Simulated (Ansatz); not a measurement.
The cluster Ca2O3, relaxed as a singlet with RKS r2SCAN-D4/def2-SVP in Ansatz, starting from the GFN2-xTB geometry. Force threshold 0.02 eV/Å.

The structure comes from a short search, and lower isomers may exist.

Start:

```xyz
5

Ca    0.729   -1.232    0.527
Ca   -0.718    1.046   -0.842
O     0.636    0.835    0.720
O     0.048   -0.840   -1.450
O    -0.694    0.192    1.045
```

Q: Estimate the energy that the relaxation releases and the steps that it takes.

A: 42.3 kJ/mol, in 6 steps; 8.5 s on 4 threads of Arm Neoverse V2 on a shared host. No frequencies were taken in this run, so the end may be a saddle point.

Q: Does the start keep its bonding and symmetry?

A: By distances, no bond broke or formed. The bond that changes most is Ca2–O5, from 2.07 to 2.19 Å (atoms count from 1). The end is the same structure that another start reached, the lowest one found. Point group C2v at the start, C2v at the end, both within 0.05 Å.

Q: Predict the relaxed structure.

A: 
```xyz
5

Ca    0.7109   -1.2539    0.4124
Ca   -0.6939    0.9600   -0.9190
O     0.6347    0.8945    0.8176
O     0.0489   -0.8470   -1.4599
O    -0.7006    0.2464    1.1489
```
Bond lengths (bridged metal pairs left out): 6 × Ca–O 2.03 to 2.19 Å; 1 × O–O 1.52 Å.
